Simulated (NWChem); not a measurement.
System: C$_{3}$H$_{2}$ClF; SMILES FC(Cl)=C=C

The following NWChem deck was run.

```
start job
memory heap 200 mb stack 900 mb global 1100 mb
geometry units angstroms noautosym nocenter noautoz
  C      0.587190     2.404814     0.000000
  C      0.112293     1.187553     0.000000
  C     -0.349761    -0.030093     0.000000
  F     -1.655534    -0.333268     0.000000
  Cl     0.652637    -1.456219     0.000000
  H      0.794145     2.939344    -0.926749
  H      0.794145     2.939344     0.926749
end
basis spherical
  C library def2-svp
  F library def2-svp
  Cl library def2-svp
  H library def2-svp
end
dft
  xc xpbe96 cpbe96
  iterations 150
end
cosmo
  dielec 1.5
end
task dft energy
```

NWChem printed, in part:

```
             Northwest Computational Chemistry Package (NWChem) 7.3.0
             --------------------------------------------------------

                             Geometry "geometry" -> ""
                             -------------------------

 Output coordinates in angstroms (scale by  1.889725989 to convert to a.u.)

  No.       Tag          Charge          X              Y              Z
 ---- ---------------- ---------- -------------- -------------- --------------
    1 C                    6.0000     0.58719000     2.40481400     0.00000000
    2 C                    6.0000     0.11229300     1.18755300     0.00000000
    3 C                    6.0000    -0.34976100    -0.03009300     0.00000000
    4 F                    9.0000    -1.65553400    -0.33326800     0.00000000
    5 Cl                  17.0000     0.65263700    -1.45621900     0.00000000
    6 H                    1.0000     0.79414500     2.93934400    -0.92674900
    7 H                    1.0000     0.79414500     2.93934400     0.92674900

 Effective nuclear repulsion energy (a.u.)     191.9754365266

  pbe96 is a nonlocal functional; adding pw91lda local functional.

                                 NWChem DFT Module
                                 -----------------

 Summary of "ao basis" -> "ao basis" (spherical)
 ------------------------------------------------------------------------------
       Tag                 Description            Shells   Functions and Types
 ---------------- ------------------------------  ------  ---------------------
 C                          def2-svp                 6       14   3s2p1d
 F                          def2-svp                 6       14   3s2p1d
 Cl                         def2-svp                 8       18   4s3p1d
 H                          def2-svp                 3        5   2s1p

 in cosmo_initialize ...

 solvent parameters
 solvname_short: unkn
 solvname_long:  unknown
 dielec:        1.5000

          ---------------
          -cosmo- solvent
          ---------------
 Cosmo: York-Karplus, doi: 10.1021/jp992097l
 dielectric constant -eps-     =   1.50
 screen = (eps-1)/(eps    )    =   0.33333
 surface charge correction     = lagrangian

   van der Waals surface
 --------------------------

 ---------- ATOMIC COORDINATES (A.U.) ------------ VDWR(ANG.) --
     1    1.10962820    4.54443951    0.00000000     2.000
     2    0.21220300    2.24414977    0.00000000     2.000
     3   -0.66095245   -0.05686752    0.00000000     2.000
     4   -3.12850562   -0.62978520    0.00000000     1.720
     5    1.23330510   -2.75185489    0.00000000     2.050
     6    1.50071645    5.55455475   -1.75130167     1.300
     7    1.50071645    5.55455475    1.75130167     1.300
 number of segments per atom =         32
 number of   points per atom =         32
 atom (   nspa,  nppa )
 ----------------------
    1 (     22,     0 )       0
    2 (     16,     0 )       0
    3 (     10,     0 )       0
    4 (     22,     0 )       0
    5 (     24,     0 )       0
    6 (     15,     0 )       0
    7 (     15,     0 )       0
 number of -cosmo- surface points =      124
 molecular surface =    123.795 angstrom**2
 molecular volume  =     98.883 angstrom**3
 G(cav/disp)       =      1.479 kcal/mol
 -lineq- algorithm             =   0
 -bem- low  level              =   2
 -bem- from -octahedral-
 gaussian surface charge width =   4.50000
 degree of switching           =   1.00000
 switching function tolerance  =   0.00010
 atomic radii =
 --------------
    1  6.000  2.000
    2  6.000  2.000
    3  6.000  2.000
    4  9.000  1.720
    5 17.000  2.050
    6  1.000  1.300
    7  1.000  1.300
 ...... end of -cosmo- initialization ......

            General Information
            -------------------
          SCF calculation type: DFT
          Wavefunction type:  closed shell.
          No. of atoms     :     7
          No. of electrons :    46
           Alpha electrons :    23
            Beta electrons :    23
          Charge           :     0
          Spin multiplicity:     1
          Use of symmetry is: off; symmetry adaption is: off
          Maximum number of iterations: 150
          AO basis - number of functions:    84
                     number of shells:    38
          Convergence on energy requested:  1.00D-06
          Convergence on density requested:  1.00D-05
          Convergence on gradient requested:  5.00D-04

              XC Information
              --------------
          PerdewBurkeErnzerhof Exchange Functional  1.000
            Perdew 1991 LDA Correlation Functional  1.000 local
           PerdewBurkeErnz. Correlation Functional  1.000 non-local

[...]

                                   COSMO solvation results
                                   -----------------------

                 gas phase energy =      -674.747513931085
                 sol phase energy =      -674.748312083595
 (electrostatic) solvation energy =         0.000798152510 (    0.50 kcal/mol)

                       DFT Final Molecular Orbital Analysis
                       ------------------------------------

 Vector   21  Occ=2.000000D+00  E=-3.001473D-01
              MO Center=  4.2D-01, -6.4D-01,  4.2D-09, r^2= 3.0D+00
   Bfn.  Coefficient  Atom+Function         Bfn.  Coefficient  Atom+Function
  ----- ------------  ---------------      ----- ------------  ---------------
    67      0.484964  5 Cl px                64      0.378462  5 Cl px
    61      0.218301  5 Cl px                18      0.211121  2 C  px
    68      0.211621  5 Cl py                46     -0.175069  4 F  px
     4      0.158457  1 C  px                65      0.159219  5 Cl py
    21      0.125190  2 C  px                49      0.123121  4 F  px

 Vector   22  Occ=2.000000D+00  E=-2.663439D-01
              MO Center=  3.9D-01,  9.4D-01, -2.7D-10, r^2= 3.6D+00
   Bfn.  Coefficient  Atom+Function         Bfn.  Coefficient  Atom+Function
  ----- ------------  ---------------      ----- ------------  ---------------
     4      0.357883  1 C  px                18      0.325532  2 C  px
    68     -0.265769  5 Cl py                 7      0.229970  1 C  px
    67     -0.227412  5 Cl px                65     -0.203000  5 Cl py
    21      0.180051  2 C  px                64     -0.169715  5 Cl px
    19     -0.145440  2 C  py                 5     -0.134523  1 C  py

 Vector   23  Occ=2.000000D+00  E=-2.212810D-01
              MO Center=  3.1D-02,  3.5D-01,  1.1D-09, r^2= 3.1D+00
   Bfn.  Coefficient  Atom+Function         Bfn.  Coefficient  Atom+Function
  ----- ------------  ---------------      ----- ------------  ---------------
    20      0.389115  2 C  pz                34      0.352836  3 C  pz
    69     -0.345018  5 Cl pz                23      0.274963  2 C  pz
    66     -0.241220  5 Cl pz                48      0.231533  4 F  pz
    51     -0.177440  4 F  pz                37      0.169422  3 C  pz
    75      0.141717  6 H  s                 80     -0.141717  7 H  s

 Vector   24  Occ=0.000000D+00  E=-7.412278D-02
              MO Center=  2.7D-01,  1.3D+00, -3.4D-11, r^2= 3.2D+00
   Bfn.  Coefficient  Atom+Function         Bfn.  Coefficient  Atom+Function
  ----- ------------  ---------------      ----- ------------  ---------------
     7      0.476788  1 C  px                 4      0.401427  1 C  px
    18     -0.363621  2 C  px                21     -0.359634  2 C  px
    68      0.334721  5 Cl py                35     -0.256012  3 C  px
    32     -0.224125  3 C  px                17      0.178065  2 C  s
    31     -0.175216  3 C  s                 65      0.174615  5 Cl py

 Vector   25  Occ=0.000000D+00  E=-2.367969D-02
              MO Center=  2.6D-02,  8.2D-01, -8.6D-09, r^2= 3.1D+00
   Bfn.  Coefficient  Atom+Function         Bfn.  Coefficient  Atom+Function
  ----- ------------  ---------------      ----- ------------  ---------------
    37     -0.525754  3 C  pz                34     -0.502826  3 C  pz
    23      0.499916  2 C  pz                20      0.435979  2 C  pz
    76      0.397974  6 H  s                 81     -0.397974  7 H  s
    69      0.215139  5 Cl pz                48     -0.185992  4 F  pz
     9      0.182453  1 C  pz                75      0.175600  6 H  s

 Vector   26  Occ=0.000000D+00  E= 2.043229D-02
              MO Center=  7.8D-02, -6.5D-01,  3.9D-09, r^2= 2.4D+00
   Bfn.  Coefficient  Atom+Function         Bfn.  Coefficient  Atom+Function
  ----- ------------  ---------------      ----- ------------  ---------------
    31      1.340912  3 C  s                 68     -0.604901  5 Cl py
    60     -0.586017  5 Cl s                 17     -0.539221  2 C  s
    30      0.523340  3 C  s                 67      0.521857  5 Cl px
    33     -0.396165  3 C  py                22      0.389207  2 C  py
    36     -0.283364  3 C  py                45     -0.276849  4 F  s

     Multipole analysis of the density
     ---------------------------------

     L   x y z        total         alpha         beta         nuclear
     -   - - -        -----         -----         ----         -------
     0   0 0 0     -0.000000    -23.000000    -23.000000     46.000000

     1   1 0 0      0.336286      0.279972      0.279972     -0.223659
     1   0 1 0      0.645921      0.798041      0.798041     -0.950160
     1   0 0 1     -0.000000     -0.000000     -0.000000      0.000000

     2   2 0 0    -26.550878    -77.639894    -77.639894    128.728910
     2   1 1 0      0.990403     -4.528269     -4.528269     10.046941
     2   1 0 1     -0.000000     -0.000000     -0.000000      0.000000
     2   0 2 0    -21.700713   -184.930380   -184.930380    348.160048
     2   0 1 1      0.000000      0.000000      0.000000      0.000000
     2   0 0 2    -25.119932    -15.627024    -15.627024      6.134115
```

Level: PBE/def2-SVP, COSMO on the gas-phase geometry. Structure relaxed at the B3LYP/6-31G* (spherical d) level. COSMO prints the solvation energy as gas minus solution, so a positive value is a stabilisation.
